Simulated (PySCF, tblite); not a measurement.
Isomers of C4H8OSi2, one GFN2-xTB conformer each. Single-point energies are computed at PBE0/pcSseg-1 (PySCF, gas phase, no added dispersion term), electronic only.

| SMILES | GFN2-xTB relative energy (kJ/mol) |
| --- | --- |
| C=C1C=CO[SiH2][SiH2]1 | 0.0 |
| O[SiH]1C=C[SiH2]C=C1 | 69.4 |

Conformers: `[CH2:1]=[C:2]1[CH:3]=[CH:4][O:5][SiH2:6][SiH2:7]1` with C1–C2–C3–C4 175°, C3–C4–O5–Si6 -7°, C4–O5–Si6–Si7 15°, O5–Si6–Si7–C2 -15°; `[OH:1][SiH:2]1[CH:3]=[CH:4][SiH2:5][CH:6]=[CH:7]1` with H–O1–Si2–C3 -60°, O1–Si2–C3–C4 148°, C3–C4–Si5–C6 -22°, C4–Si5–C6–C7 22°, O1–Si2–C7–C6 -148°.

Question: What does PBE0/pcSseg-1 give for the same structures?

Answer: 
| SMILES | PBE0/pcSseg-1 E (Eh) | PBE0/pcSseg-1 (kJ/mol) | GFN2-xTB (kJ/mol) | point group |
| --- | --- | --- | --- | --- |
| O[SiH]1C=C[SiH2]C=C1 | -810.89378 | 0.0 | 69.4 | Cs |
| C=C1C=CO[SiH2][SiH2]1 | -810.86665 | 71.2 | 0.0 | C1 |

GFN2-xTB puts C=C1C=CO[SiH2][SiH2]1 lowest instead. As drawn, the lower has an O–H bond, which the higher lacks; the higher has an Si–Si bond, which the lower lacks.

Question: Which frontier levels, dipoles and rotational constants go with these structures?

Answer: 
```tsv
SMILES	HOMO (eV, PBE0/pcSseg-1)	LUMO (eV)	dipole (D)	A, B, C (MHz)
O[SiH]1C=C[SiH2]C=C1	-7.72	-1.17	1.68	3358, 1354, 1025
C=C1C=CO[SiH2][SiH2]1	-6.26	-1.04	0.60	2778, 1668, 1075
```

Question: What happens when harmonic zero-point energies from GFN2-xTB frequencies are added?

Answer: 
```
               SMILES  ZPE (kJ/mol)  electronic (kJ/mol)  with ZPE (kJ/mol)
 O[SiH]1C=C[SiH2]C=C1         266.3                  0.0                0.0
C=C1C=CO[SiH2][SiH2]1         264.1                 71.2               69.0
```

The zero-point energies span 2.2 kJ/mol. The order is unchanged.
